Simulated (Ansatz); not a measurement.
Consider the ligand exchange at the Al–C bond: `[CH3][Al]([F])[CH2]N` + `[OH][GeH3]` → `[CH3][Al]([F])[O][GeH3]` + CH₃NH₂.

Gas-phase electronic energies from Ansatz, PBE0-D4/def2-TZVP geometries. CCSD(T)/CBS is the MP2 limit (def2-TZVPP, def2-QZVPP) plus CCSD(T) − MP2 in def2-TZVPP, frozen cores. DFT in def2-TZVPP. B3LYP here is the variant with VWN-RPA as its local correlation; programs differ in this. For Ge outer-core shells are correlated without core-valence functions, which leaves a few kJ/mol of doubt a bond. Scalar relativity is left out up to krypton. One conformer a species, not always the lowest.

Question: Is it downhill or uphill in electronic energy at CCSD(T)/CBS, and by how much? (Estimate.)

Answer: Ansatz gave: Downhill: ΔE = -44.5 kcal/mol.

Question: What do these levels give: PBE0-D4, B3LYP-D4, ωB97X-V, PBE, SCS-MP2/def2-TZVPP, HF/CBS(def2)? (Best estimate.)

Answer: Ansatz gave: PBE0-D4 -41.8, B3LYP-D4 -44.1, ωB97X-V -43.7, PBE -39.7, SCS-MP2/def2-TZVPP -46.4, HF/CBS(def2) -50.0 kcal/mol.

Largest T1 diagnostic among the species: 0.012.

In def2-TZVPP, CCSD(T) changes the Hartree–Fock value by +4.6 kcal/mol (the triples alone add +0.7 kcal/mol) and MP2 by +3.8 kcal/mol. From PBE to PBE0 (25 % exact exchange), in def2-TZVPP and without D4, ΔE moves by −2.1 kcal/mol.
